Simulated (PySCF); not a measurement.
A geometry optimisation, step by step.

CH9BSi2.
Atom-mapped SMILES: `[BH2:1][CH2:2][SiH2:3][SiH3:4]` (hydrogens: H5, H6 on B1; H7, H8 on C2; H9, H10 on Si3; H11, H12, H13 on Si4)

Method: PBE0-D3(BJ)/def2-SVP geometry optimisation, gas phase in PySCF; density fitting, grid level 1; the optimiser is geomeTRIC in internal coordinates, started from a GFN2-xTB structure with every atom displaced at random (about 0.01 Å). 6 of its 12 geometries are shown. The frame can shift and turn from step to step; on so coarse a grid that alone can change the energy by a few meV, and forces under 0.02 eV/Å are noise.

Step 0: E = -17599.2988 eV, largest atomic force 1.088 eV/Å
```
atom  x, y, z in Å  |  force x, y, z in eV/Å
B1     -1.801    0.728   -0.479   -0.434  -0.019  -0.203
C2     -1.360   -0.585    0.128    0.500   0.152   0.211
Si3     0.369   -0.955   -0.611   -0.217  -0.025   1.032
Si4     1.984    0.626    0.042   -0.851   0.196   0.080
H5     -1.509    1.765   -0.006    0.381   0.733   0.395
H6     -2.456    0.771   -1.474   -0.202  -0.079  -0.484
H7     -1.976   -1.437   -0.111   -0.404  -0.699  -0.366
H8     -1.210   -0.550    1.207    0.220   0.073   0.417
H9      0.264   -1.066   -2.045    0.006   0.055  -1.086
H10     0.709   -2.318   -0.128    0.212  -0.154   0.140
H11     1.686    1.183    1.384   -0.158  -0.013   0.246
H12     3.305    0.049    0.108    0.951  -0.482  -0.047
H13     2.002    1.773   -0.885   -0.005   0.263  -0.335
```

Step 2: E = -17599.4393 eV, largest atomic force 0.092 eV/Å
```
atom  x, y, z in Å  |  force x, y, z in eV/Å
B1     -1.796    0.844   -0.428    0.029   0.021   0.001
C2     -1.368   -0.490    0.208   -0.076  -0.046   0.025
Si3     0.363   -0.888   -0.491    0.014   0.050  -0.055
Si4     1.920    0.760    0.128    0.004  -0.035   0.018
H5     -1.439    1.897    0.057    0.008  -0.005  -0.002
H6     -2.426    0.872   -1.461    0.002  -0.009  -0.002
H7     -1.994   -1.357   -0.057    0.007   0.015  -0.003
H8     -1.210   -0.443    1.299    0.011   0.003  -0.006
H9      0.309   -0.991   -1.983    0.014  -0.017   0.017
H10     0.792   -2.217    0.046   -0.006  -0.003   0.015
H11     1.592    1.263    1.498    0.010   0.001   0.003
H12     3.303    0.190    0.146   -0.003   0.016  -0.013
H13     1.886    1.909   -0.828   -0.014   0.010   0.002
```

Step 4: E = -17599.4429 eV, largest atomic force 0.070 eV/Å
```
atom  x, y, z in Å  |  force x, y, z in eV/Å
B1     -1.758    0.847   -0.434   -0.019  -0.027   0.002
C2     -1.382   -0.499    0.209   -0.004   0.067  -0.002
Si3     0.354   -0.895   -0.488    0.017  -0.027   0.062
Si4     1.898    0.761    0.133   -0.021   0.044  -0.016
H5     -1.364    1.886    0.050    0.002   0.007  -0.006
H6     -2.374    0.890   -1.476    0.013   0.010   0.011
H7     -2.019   -1.354   -0.062   -0.013  -0.024  -0.015
H8     -1.220   -0.455    1.299    0.002  -0.012   0.002
H9      0.311   -1.010   -1.976    0.005  -0.005  -0.053
H10     0.782   -2.220    0.060   -0.001   0.001   0.011
H11     1.600    1.242    1.518   -0.002  -0.018   0.009
H12     3.294    0.231    0.102    0.028  -0.021  -0.010
H13     1.810    1.926   -0.801   -0.005   0.005   0.005
```

Step 7: E = -17599.4464 eV, largest atomic force 0.087 eV/Å
```
atom  x, y, z in Å  |  force x, y, z in eV/Å
B1     -1.720    0.860   -0.450   -0.015   0.024   0.008
C2     -1.405   -0.499    0.192    0.077  -0.025  -0.030
Si3     0.350   -0.910   -0.461   -0.035   0.001  -0.039
Si4     1.880    0.769    0.138    0.016  -0.026   0.000
H5     -1.315    1.885    0.057   -0.009  -0.007   0.011
H6     -2.288    0.934   -1.515   -0.006  -0.004  -0.015
H7     -2.043   -1.343   -0.113    0.003   0.019   0.004
H8     -1.268   -0.477    1.286   -0.016  -0.001   0.002
H9      0.337   -1.061   -1.952   -0.003  -0.005   0.044
H10     0.769   -2.220    0.129    0.002   0.008   0.007
H11     1.655    1.159    1.565    0.010   0.003  -0.001
H12     3.286    0.278   -0.014   -0.024   0.013   0.002
H13     1.694    1.975   -0.727    0.002   0.000   0.007
```

Step 9: E = -17599.4485 eV, largest atomic force 0.071 eV/Å
```
atom  x, y, z in Å  |  force x, y, z in eV/Å
B1     -1.725    0.878   -0.462   -0.009   0.039  -0.009
C2     -1.415   -0.492    0.160    0.044  -0.056   0.003
Si3     0.355   -0.914   -0.437   -0.029   0.025  -0.039
Si4     1.890    0.764    0.145    0.014  -0.048   0.014
H5     -1.375    1.899    0.090   -0.001  -0.016   0.015
H6     -2.244    0.968   -1.552   -0.002  -0.010  -0.013
H7     -2.039   -1.332   -0.185   -0.005   0.025   0.003
H8     -1.326   -0.493    1.258   -0.007   0.009   0.000
H9      0.370   -1.108   -1.922    0.000  -0.003   0.029
H10     0.760   -2.205    0.203    0.005   0.001   0.000
H11     1.744    1.090    1.598    0.005   0.015  -0.004
H12     3.288    0.290   -0.104   -0.013   0.015   0.003
H13     1.650    2.004   -0.656   -0.002   0.004   0.000
```

Step 11: E = -17599.4489 eV, largest atomic force under 0.02 eV/Å
```
atom  x, y, z in Å  |  force x, y, z in eV/Å
B1     -1.728    0.882   -0.462   -0.001   0.002  -0.003
C2     -1.414   -0.491    0.153    0.001   0.000   0.007
Si3     0.355   -0.915   -0.437    0.000  -0.003   0.006
Si4     1.893    0.759    0.148   -0.001   0.002   0.001
H5     -1.393    1.899    0.105   -0.001  -0.001   0.002
H6     -2.235    0.974   -1.558    0.004   0.000   0.000
H7     -2.040   -1.327   -0.199   -0.005   0.001  -0.003
H8     -1.336   -0.495    1.253    0.002   0.000  -0.001
H9      0.374   -1.112   -1.919    0.001   0.001  -0.007
H10     0.760   -2.204    0.206    0.001  -0.001  -0.002
H11     1.754    1.090    1.601   -0.002   0.001   0.001
H12     3.290    0.290   -0.106    0.004  -0.002  -0.001
H13     1.650    2.000   -0.650   -0.001   0.000  -0.001
```

**Question.** Summarise the path.

**Answer.** The energy falls by 0.1501 eV from step 0 to step 11; nine tenths of that is first reached at step 1. It falls at every step. The largest force goes from 1.088 to under 0.02 eV/Å. Among the bonds Si3–H9 changes most (a near tie, within 0.001 Å, with another), from 1.442 to 1.496 Å; the atoms move by 0.215 Å rms after alignment.

**Question.** Follow the three bonds and two angles with the largest change from start to end.

**Answer.** 
| step | E above end (eV) | largest force (eV/Å) | Si3–H9 (Å) | Si4–H12 (Å) | B1–H5 (Å) | C2–Si3–H10 (°) | Si4–Si3–H9 (°) |
| --- | --- | --- | --- | --- | --- | --- | --- |
| 0 | 0.1501 | 1.088 | 1.442 | 1.443 | 1.177 | 105.0 | 112.2 |
| 1 | 0.0133 | 0.213 | 1.506 | 1.502 | 1.213 | 108.6 | 109.3 |
| 2 | 0.0096 | 0.092 | 1.497 | 1.496 | 1.213 | 108.3 | 109.5 |
| 3 | 0.0077 | 0.053 | 1.494 | 1.494 | 1.212 | 108.2 | 109.6 |
| 4 | 0.0061 | 0.070 | 1.493 | 1.494 | 1.212 | 108.1 | 109.7 |
| 5 | 0.0049 | 0.074 | 1.495 | 1.495 | 1.212 | 108.0 | 109.6 |
| 6 | 0.0037 | 0.071 | 1.497 | 1.496 | 1.212 | 108.0 | 109.5 |
| 7 | 0.0025 | 0.087 | 1.499 | 1.497 | 1.213 | 108.0 | 109.4 |
| 8 | 0.0013 | 0.101 | 1.499 | 1.498 | 1.212 | 108.0 | 109.3 |
| 9 | 0.0005 | 0.071 | 1.498 | 1.497 | 1.212 | 107.9 | 109.4 |
| 10 | 0.0001 | 0.031 | 1.496 | 1.496 | 1.212 | 107.9 | 109.4 |
| 11 | 0.0000 | under 0.02 | 1.496 | 1.496 | 1.212 | 108.0 | 109.4 |

What follows is the cost of the whole optimisation. Hardware: Arm Neoverse V1, one thread, no GPU, shared host with 32 logical CPUs at a one-minute load of 45. Cost: 52 s of wall time, 0.45 GiB resident at most.
